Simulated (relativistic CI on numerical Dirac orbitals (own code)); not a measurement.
**What each ingredient does to the levels of Ba46+**

Base calculation: Dirac-Coulomb-Breit CI, KLI orbitals optimised for each configuration, model QED (radiative potential, 1s self-energy scaled to tabulated hydrogen-like ionisation energies), unscaled Slater integrals.

CI space (outside the closed core 1s2): 2s²2p⁶, 2s²2p⁵3s, 2s²2p⁵3p, 2s²2p⁵3d, 2s2p⁶3s, 2s2p⁶3p, 2s2p⁶3d, 2s²2p⁵4s, 2s²2p⁵4p, 2s²2p⁵4d, 2s²2p⁵4f, 2s2p⁶4s, 2s2p⁶4p, 2s²2p⁴3s², 2s2p⁶4d, 2s2p⁶4f. Levels of other configurations are missing.

The lowest level and the first level of each name with at least 55 % of one term (blank where a level has no safe partner in the second run):

```tsv
Level	Base (eV)	Shift (eV)
2s²2p⁶ ¹S0	0.00	0.00
2s²2p⁵3s ³P°2	4561.43	-1.23
2s²2p⁵3s ¹P°1	4567.30	-1.22
2s²2p⁵3p ³D3	4762.95	+0.42
2s²2p⁵3p ¹P1	4763.01	+0.43
2s²2p⁵3p ³P2	4771.73	+0.42
2s²2p⁵3p ¹S0	4809.63	+0.42
2s²2p⁵3d ³P°0	4874.71	+0.67
2s²2p⁵3d ³P°1	4881.03	+0.66
2s²2p⁵3d ³D°2	4889.03	+0.66
2s²2p⁵3d ³F°4	4904.67	+0.60
2s²2p⁵3d ³D°3	4916.47	+0.60
2s²2p⁵3d ¹P°1	4936.69	+0.36
2s²2p⁵3s ³P°0	4954.53	-1.85
2s²2p⁵3s ³P°1	4959.20	-1.61
2s²2p⁵3p ³D1	5051.53	-0.04
2s²2p⁵3p ³P0	5084.90	-0.03
2s²2p⁵3d ³F°2	5276.58	+0.03
2s2p⁶3s ³S1	5283.00	+4.84
2s2p⁶3s ¹S0	5302.64	+4.93
2s2p⁶3p ³P°0	5380.82	+6.71
2s2p⁶3p ³P°1	5383.02	+6.64
```

At this charge energies of transitions that change n are usually good to better than 1 %, and those within a shell (Δn = 0) to a few per cent.

Problem. One thing was changed in a second run, which moved the levels as shown. Which?
A. configuration mixing switched off
B. Breit term removed
C. QED terms removed

Solution. C. QED terms removed. QED shifts follow the density of s (and p1/2) electrons at the nucleus, so configurations move by their count of such electrons; where none moves, the smaller shifts of p3/2 electrons and of j = l + 1/2 against j = l − 1/2 set the pattern.

LS names give the leading component of a level, which can be under half, so a name can repeat, a term be missing and a line seem to break the LS rules.
